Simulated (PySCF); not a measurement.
Molecule: SMILES CCc1cnccn1, C6H8N2.

Bonds (- single, = double, # triple, : aromatic): C1-C2, C2-C3, C3:C4, C4:N5, N5:C6, C6:C7, C7:N8, N8:C3. C1 carries H9, H10, H11; C2 carries H12, H13; C4 carries H14; C6 carries H15; C7 carries H16.

Frames of a GFN2-xTB Langevin trajectory at 300 K; GIAO PBE0/pcSseg-1 shieldings in PySCF 2.14.0 with density-fitted response routines, gas phase, non-relativistic; equivalent atoms averaged within each frame.

δ = σ(ref) − σ, references computed at the same level: $^{13}$C (σ = 186.93 ppm) and $^{1}$H (σ = 31.72 ppm) vs TMS; $^{15}$N (σ = 267.73 ppm) vs NH3. The references are static minima.

Problem. How do the shifts (ppm) fluctuate along the trajectory?

Solution. 
```csv
time (fs),C3,C4,C7,C6,C2,C1,N5,N8,H15,H16
optimised geometry,166.0,150.0,150.1,148.0,34.6,20.1,382.6,371.8,8.71,8.75
250,173.5,156.4,150.4,145.4,30.1,17.1,396.8,362.5,9.52,9.27
425,153.4,138.8,153.8,143.9,37.2,24.6,380.7,375.9,8.58,9.99
625,170.4,163.0,153.6,149.3,28.0,10.8,372.9,387.0,9.04,9.95
800,164.5,147.9,149.7,148.8,31.6,8.5,382.9,354.8,9.04,9.30
1000,155.5,144.1,150.7,148.2,35.8,14.1,376.8,362.7,8.84,8.87
mean of frames,163.5,150.0,151.6,147.1,32.5,15.0,382.0,368.6,9.00,9.48
standard deviation,8.9,9.7,1.9,2.3,3.9,6.3,9.1,12.8,0.34,0.48
```

5 frames give an uncertainty of the mean of about the standard deviation over 2.2 at best, since frames this close in time may not be independent; classical motion lacks zero-point vibration, and the reference would need the same averaging.
